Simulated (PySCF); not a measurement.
The vertical singlet excitations below were computed for one of the candidates. Method: TDDFT CAM-B3LYP/def2-SVPD, vertical, gas phase, core orbitals frozen in the response (PySCF 2.14.0, density-fitted response routines). Geometries: GFN2-xTB, one conformer each.

```tsv
state	ν̃ (cm⁻¹)	f	main configurations (H = HOMO, L = LUMO)
S1	48960	0.0039	H→L+1 (64%), H→L+2 (26%)
S2	49370	0.117	H→L (93%)
S3	52760	0.0003	H→L+2 (39%), H→L+4 (34%), H→L+1 (15%)
S4	54630	0.0019	H-2→L (50%), H-3→L (43%)
S5	56440	0.017	H→L+3 (74%)
S6	56470	0.463	H→L+5 (75%), H-1→L (18%)
S7	57450	0.0003	H→L+4 (34%), H-1→L+1 (26%), H→L+2 (16%)
S8	58020	0.224	H-1→L (76%), H→L+5 (16%)
```

Orbital energies (eV): HOMO-3 -10.63, HOMO-2 -10.04, HOMO-1 -9.39, HOMO -7.72, LUMO 0.55, LUMO+1 1.14, LUMO+2 1.36.

Question: Which candidate is it? All have the formula C6H10OSi.
A. `C[SiH2]c1ccc(C)o1`
B. `CCC1=C([SiH3])OC=C1`
C. `C=C[SiH2]OC1=CCC1`
D. `C=C/C=C/C(=C)O[SiH3]`

Answer: C. Its S1, at 6.07 eV, is the highest among the candidates; the nearest of the others has S1 at 5.79 eV. S1 is HOMO→LUMO+1 (64%), HOMO→LUMO+2 (26%). Löwdin shares by element: HOMO carbon 65% or more, oxygen 17% (atoms not listed hold the other 18%); LUMO carbon 63% or more, silicon 12%, hydrogen 6% or more (atoms not listed hold the other 19%). At the same level the other candidates give, for their lowest levels:
- `CCc1ccoc1[SiH3]`: 5.79 eV (f 0.261); 6.29 eV (f 0.011); 6.59 eV (f 0.001); 6.80 eV (f 0.015); 6.96 eV (f 0.006); T1 3.78 eV; HOMO -7.76, LUMO 0.88 eV
- `C[SiH2]c1ccc(C)o1`: 5.71 eV (f 0.365); 6.10 eV (f 0.006); 6.77 eV (f 0.003); 6.81 eV (f 0.002); 6.91 eV (f 0.012); T1 3.77 eV; HOMO -7.54, LUMO 0.97 eV
- `C=C/C=C/C(=C)O[SiH3]`: 4.93 eV (f 0.994); 5.97 eV (f 0.005); 6.13 eV (f 0.062); 6.49 eV (f 0.000); 6.67 eV (f 0.003); T1 2.64 eV; HOMO -7.41, LUMO -0.34 eV

The values belong to the conformer `[CH2:1]=[CH:2][SiH2:3][O:4][C:5]1=[CH:6][CH2:7][CH2:8]1`: C1–C2–Si3–O4 178°, C2–Si3–O4–C5 180°, Si3–O4–C5–C6 178°.
Triplets come from the Tamm–Dancoff approximation.
